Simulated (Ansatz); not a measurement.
The cluster NaPb2⁻. The state is a singlet with charge -1. Geometry B3LYP-D4/def2-TZVPD; atoms count from 1.

```xyz
3

Na    0.683   -1.695   -0.282
Pb   -1.364    0.302    0.942
Pb    0.682    1.393   -0.660
```

In the def2 sets Pb takes a core potential; there is no spin–orbit coupling. The structure comes from a short search, and lower isomers may exist.

Question: Estimate the Mulliken populations from the PBE0/def2-TZVPD orbitals of Ansatz.

Answer: 
```tsv
atom	charge (e)
Na1	-0.27
Pb2	-0.37
Pb3	-0.37
```
Mulliken values depend strongly on the basis. With diffuse functions, as here, like atoms can get unlike values, and bond orders can come out too low or too high.

Question: And the Mayer bond orders between heavy atoms (over 0.3)?

Answer: Na1–Pb2 0.78 (3.11 Å); Na1–Pb3 0.78 (3.11 Å); Pb2–Pb3 1.98 (2.82 Å).
